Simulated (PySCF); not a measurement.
Distorted geometries of [Lu(SH)4]−

[Lu(SH)4]− (singlet in the valence; each metal's 4f electrons, 14 of them, lie in its core potential, out of spins and levels). PySCF 2.14.0, RKS TPSS, Lu lcecp-1-SVP with ECP60, S def2-SVP, H def2-SVP; non-relativistic Hamiltonian with scalar-relativistic core potentials where named; density fitting; no spin-orbit coupling. Relaxed geometry:

```xyz
9

Lu    0.0000    0.0000    0.0000
S     1.4287    1.5728    1.5177
H     1.8517    0.4996    2.2400
S    -1.4287   -1.5728    1.5177
H    -1.8517   -0.4996    2.2400
S     1.5727   -1.4287   -1.5176
H     0.4996   -1.8516   -2.2400
S    -1.5727    1.4287   -1.5176
H    -0.4996    1.8516   -2.2400
```

Task: Order these distorted geometries by energy above the relaxed one, lowest first.
A.
```xyz
9

Lu   -0.1349    0.0061   -0.1045
S     1.4712    1.6822    1.5617
H     1.9192    0.5859    2.1838
S    -1.4850   -1.5457    1.5456
H    -1.8640   -0.4841    2.4215
S     1.4914   -1.4529   -1.5741
H     0.5286   -1.8318   -2.3393
S    -1.3698    1.1576   -1.4037
H    -0.5567    1.8828   -2.2910
```
B.
```xyz
9

Lu    0.0035   -0.0290   -0.0292
S     1.4110    1.5864    1.4890
H     1.8406    0.5260    2.2468
S    -1.3815   -1.5917    1.4869
H    -1.8483   -0.4689    2.2284
S     1.5594   -1.4549   -1.4863
H     0.4469   -1.8443   -2.2755
S    -1.5591    1.4101   -1.4932
H    -0.4724    1.8663   -2.1670
```
C.
```xyz
9

Lu   -0.1694    0.1614    0.0405
S     1.5258    1.4328    1.5709
H     1.9117    0.5509    2.2563
S    -1.4255   -1.6880    1.4955
H    -1.8475   -0.4105    2.1209
S     1.5972   -1.3903   -1.5562
H     0.5423   -1.8536   -2.1517
S    -1.6276    1.3840   -1.5519
H    -0.5070    1.8132   -2.2243
```

Result: B (0.10 eV), C (1.15 eV), A (2.06 eV).

Task: Which forces (eV/Å) act in the one that lies 2.06 eV up?

Result: 
```
Lu   6.43 -4.49  6.49
S   -0.82 -0.06 -0.95
H    0.18 -0.49  0.28
S   -0.53  1.03  0.72
H    0.41 -1.00 -0.92
S    1.53  0.70  1.30
H   -1.63 -0.67 -1.35
S   -4.99  5.59 -6.31
H   -0.57 -0.62  0.73
```
Forces carry noise of the integration grid, about 0.01 to 0.03 eV/Å.

No frequency check is given that shows the relaxed geometry to be a minimum. An lcecp potential fixes the number of 4f electrons, so in runs with it no electron can move into or out of that shell.
